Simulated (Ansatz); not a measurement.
`[CH3][Ge]([OH])[OH]`, charge 0, multiplicity 2.

(1) Give a relaxed structure at PBE0-D4/def2-TZVP (the Gaussian-basis code of Ansatz). (Best estimate.)

Results:

(1) Computed: 
Z-matrix (Å, degrees):
```
C
Ge 1 1.951
H 1 1.092 2 107.2
H 1 1.089 2 110.1 3 119.4
H 1 1.089 2 109.9 3 -119.3
O 2 1.792 1 104.4 3 59.9
O 2 1.793 1 104.8 3 -55.9
H 6 0.960 2 114.0 1 -172.7
H 7 0.960 2 114.1 1 -177.8
```
This is one stationary point; other conformers may exist.
